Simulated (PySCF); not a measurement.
## Circular dichroism: `CSC([SiH3])=C=C[SiH3]`, C4H10SSi2

Geometry:
| atom | x (Å) | y (Å) | z (Å) |
| --- | --- | --- | --- |
| C1 | -1.712 | 1.934 | 0.960 |
| S2 | -2.310 | 0.343 | 0.370 |
| C3 | -0.825 | -0.617 | 0.351 |
| Si4 | -0.986 | -2.390 | -0.262 |
| C5 | 0.354 | -0.181 | 0.733 |
| C6 | 1.549 | 0.253 | 1.058 |
| Si7 | 2.678 | 1.056 | -0.204 |
| H8 | -1.274 | 1.844 | 1.965 |
| H9 | -0.967 | 2.356 | 0.269 |
| H10 | -2.587 | 2.597 | 1.001 |
| H11 | -1.874 | -3.169 | 0.653 |
| H12 | -1.590 | -2.397 | -1.627 |
| H13 | 0.375 | -2.996 | -0.294 |
| H14 | 1.892 | 0.139 | 2.097 |
| H15 | 1.971 | 1.115 | -1.516 |
| H16 | 3.948 | 0.279 | -0.350 |
| H17 | 3.039 | 2.441 | 0.231 |

Computed, not measured: TDDFT CAM-B3LYP/aug-cc-pVDZ circular dichroism and optical rotation, one conformer, gas phase (PySCF 2.14.0). Geometry: PBE0-D3(BJ)/def2-SVP.

No stereocentre is labelled: unless the shape is locked (an allene, a helicene, a hindered biaryl), the mirror image is equally populated and a measured rotation or CD is zero.

Q: Which excitations and rotatory strengths does the calculation give?

A: Rotatory strengths R in 10⁻⁴⁰ esu² cm², velocity form and length form (origin at the centre of mass); f in length form.
```
state  E (eV)  λ (nm)       f  R (velocity)  R (length)                                    main
    1    4.23     293  0.0002          +0.1         0.0                        HOMO→LUMO+1 0.86
    2    5.15     241  0.0003          -1.0        -1.0        HOMO→LUMO 0.40, HOMO→LUMO+2 0.28
    3    5.44     228   0.076         +37.4       +38.0        HOMO→LUMO 0.38, HOMO→LUMO+6 0.26
    4    5.52     225   0.167         -70.3       -70.0      HOMO→LUMO+5 0.33, HOMO→LUMO+3 0.31
    5    5.94     209   0.002          +6.4        +6.5  HOMO−1→LUMO+5 0.30, HOMO−1→LUMO+2 0.17
    6    6.02     206   0.004          -4.8        -4.8                        HOMO→LUMO+4 0.61
    7    6.17     201   0.005          +9.8        +9.9      HOMO→LUMO+5 0.34, HOMO→LUMO+3 0.27
    8    6.21     200  0.0002          +0.9        +1.1      HOMO→LUMO+2 0.29, HOMO→LUMO+6 0.16
    9    6.39     194   0.003          -6.7        -6.4     HOMO→LUMO+11 0.25, HOMO→LUMO+6 0.21
   10    6.46     192   0.712          -9.5        -8.5                      HOMO−1→LUMO+1 0.79
   11    6.55     189   0.024         -27.7       -27.6                        HOMO→LUMO+9 0.75
   12    6.65     186   0.017          -3.8        -3.8    HOMO→LUMO+7 0.33, HOMO−2→LUMO+1 0.16
```

Among the states computed, the strongest CD band (largest |R|) is state 4. The largest dissymmetry factor in size, g = 4R/(D+G), with D and G the electric and magnetic dipole strengths, is +0.079 for state 8 (velocity form, f = 0.0001), among bands with |R| over 0.5. The mirror image has the same energies and oscillator strengths and all R with the opposite sign.
